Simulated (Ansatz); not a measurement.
Job for Ansatz (a first-principles code): R-MP2/aug-cc-pVTZ on N2 (SMILES N#N) with ghost functions.

Ansatz 0.2 input:
```yaml
crystal:
  periodic: [false, false, false]
  atoms:
    - {symbol: N, position_ang: [0.44239913, -0.43462741, 4.64293110]}
    - {symbol: N, position_ang: [0.51603834, -0.50556508, 3.55717905]}
basis:
  gaussian:
    orbitals: aug-cc-pVTZ
    ghost_atoms:
      - {symbol: C, position_ang: [-0.43737409, 0.42783225, -1.03061636]}
      - {symbol: C, position_ang: [-0.04093733, 0.04010681, 0.03031240]}
      - {symbol: H, position_ang: [-0.79032340, 0.77302012, -1.97158665]}
      - {symbol: H, position_ang: [0.30879242, -0.30193930, 0.97438525]}
magnetization: {spin_polarized: false}
correlation: {method: mp2, electrons: outside_noble_gas}
scf: {lower_state_search: off}
```

Output:

```
WARN ansatz: RAYON_NUM_THREADS=1 ignored (pool sized by the plan → 1); use --threads N
Functional definition: HF
these checks for a lower state are left out or cut short: stability, starts, cluster_reference, orbital_swaps, neighbouring_geometries, increment
integrals: 0.43 GiB planned
1350 factors; integrals over basis functions are off by at most 8.5e-4 eV
mean field: 0.53 GiB planned
mean field evaluation 1: about -2965.3238 eV, gradient 1.1e1 eV
mean field evaluation 2: about -2965.3378 eV, gradient 1.2e1 eV
mean field evaluation 4: about -2965.6605 eV, gradient 6.0e-1 eV
mean field evaluation 8: about -2965.6615 eV, gradient 2.4e-4 eV
mean field -2965.66147398 eV, -108.9860489712 hartree, gradient 2.6e-6 eV, S^2 0.000000; 0 other end points of the search recorded, 0 dependent functions left out
2 core orbitals not correlated
reference -2965.66147398 eV, -108.9860489712 hartree; 5, 5 occupied and 223, 223 virtual orbitals, 1350 factors
second order -10.28020876 eV of doubles, -0.00000000 eV of singles
Total energy: -2975.94168274 eV, -109.3638396749 hartree
Checks for a lower state left out: stability, starts, cluster_reference, orbital_swaps, neighbouring_geometries, increment
```

Self-consistency was reached.

Cost: around 4 core-seconds (rough).
